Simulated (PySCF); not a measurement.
## Computed properties of Si(H)(Br)(Me)(vinyl) (C3H7BrSi), SMILES C=C[SiH](C)Br

C₃H₇BrSi, SMILES C[SiH](C=C)Br. Coordinates come from a PBE0-D3(BJ)/def2-SVP optimisation. One conformer was computed; it need not be the lowest. All values are computed for the isolated molecule unless a solvent is named; none is compared with measurement here.

**Structure.** All 30 harmonic modes at PBE0-D3(BJ)/def2-SVP (PySCF) are real, so it is a minimum. With heavy atoms numbered as in [SiH:1]([CH3:2])([Br:3])[CH:4]=[CH2:5], the shortest bond between them is C4–C5 at 1.337 Å and the longest Si1–Br3 at 2.242 Å.

**Vibrations.** The strongest infrared lines (harmonic, unscaled, degenerate partners summed) lie at 837 cm⁻¹ (186 km/mol, H 69 %, Si 16 %, C 14 %), 897 cm⁻¹ (128 km/mol, H 80 %, C 13 %), 2234 cm⁻¹ (117 km/mol, H 97 %). The softest mode is at 82 cm⁻¹ and the zero-point energy is 56.2 kcal/mol.

**Electronic structure.** PBE0/def2-TZVP (PySCF) places the frontier levels at -8.04 and -0.65 eV, a gap of 7.39 eV, and gives a dipole moment of 2.06 D and a mean polarisability of 80.7 bohr³. PBE/def2-TZVP (PySCF) at the same geometry gives -6.85 and -1.64 eV, so its gap is 2.18 eV narrower. An orbital gap is neither the optical nor the fundamental gap.

**Excitations.** TDDFT-B3LYP/def2-SVPD (PySCF) has S1 at 6.17 eV (201 nm, f = 0.001, dark); the most intense of the 10 singlets computed lies at 6.96 eV (f = 0.32). T1 (TDA) is at 4.27 eV. TDDFT-PBE/def2-SVPD (PySCF) puts S1 at 5.28 eV. No vertical singlet excitation falls in the visible range (under 3.1 eV).

**NMR.** GIAO shifts at KT2/pcSseg-1 (PySCF) (non-relativistic, atoms alike by connectivity averaged): ¹³C from 6.1 to 137.5 ppm against TMS; ¹H from 0.9 to 6.6 ppm against TMS; ²⁹Si at 12.0 ppm against TMS. Without spin–orbit terms, shifts of atoms bonded to Cl or Br come out too high.
